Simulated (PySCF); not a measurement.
# Unknown compound

Molecular formula: C$_{9}$H$_{9}$OP. Simulated spectra:

¹H NMR (400 MHz, computed): δ 8.04 (m, 1H), 7.78 (m, 1H), 7.67 (m, 1H), 7.54 (m, 1H), 7.39 (m, 1H), 6.94 (m, 1H), 2.37 (m, 3H).

¹³C{¹H} NMR (computed): δ 150.0 (C), 147.7 (C), 144.2 (CH), 139.6 (C), 138.0 (CH), 135.7 (CH), 133.0 (CH), 128.7 (CH), 16.6 (CH3).

PySCF calculation with structure optimised with GFN2-xTB and shielding tensors at PBE0/pcSseg-1 (GIAO); non-relativistic Hamiltonian, a single conformation, one averaged value for each set of equivalent atoms, no solvent.

δ = σ(ref) − σ, references computed at the same level: TMS for ¹H (31.72 ppm), ¹³C (186.93 ppm).

Question: Deduce the structure.

Answer: 
1. 9 carbon signals for 9 carbons: no two carbons are equivalent.
2. Carbon types of the structure: 3 × C, 5 × CH, 1 × CH3, leaving 1 H on heteroatoms.
3. δC 150.0: fully substituted alkene carbon; the olefinic region.
4. δC 147.7, 139.6: substituted aromatic carbon.
5. δC 144.2: alkene CH; an sp2 carbon of a C=C bond.
6. δC 138.0, 135.7, 133.0, 128.7: aromatic CH; the aromatic region.
7. δC 16.6: allylic methyl carbon; aliphatic region, no heteroatom directly attached.
8. δH 8.04, 7.67, 7.54, 7.39: hydrogen on an aromatic CH; ring-current deshielding.
9. δH 2.37: hydrogen on an allylic methyl carbon; allylic position.

These data were computed for `CC1=Cc2ccccc2[P@H]1=O`.

This is the structure that produced the data.

Splittings by ³¹P in the carbon and heteronuclear signals aren't shown, as no couplings were computed. Shifts are as computed. Against solution values, carbons near 30 ppm lie about +3 ppm off and those near 130 ppm about +5 ppm. Of 1211 compounds with measured shifts, 218 miss one by over three times the rms of a fit or turn the order of signals round; such compounds aren't used in these exercises. No couplings were computed; multiplicities are counted from neighbouring protons, with m where these are inequivalent, close in shift, in a saturated or five-membered ring or joined by F or P, and br s for small geminal =CH2 splittings.
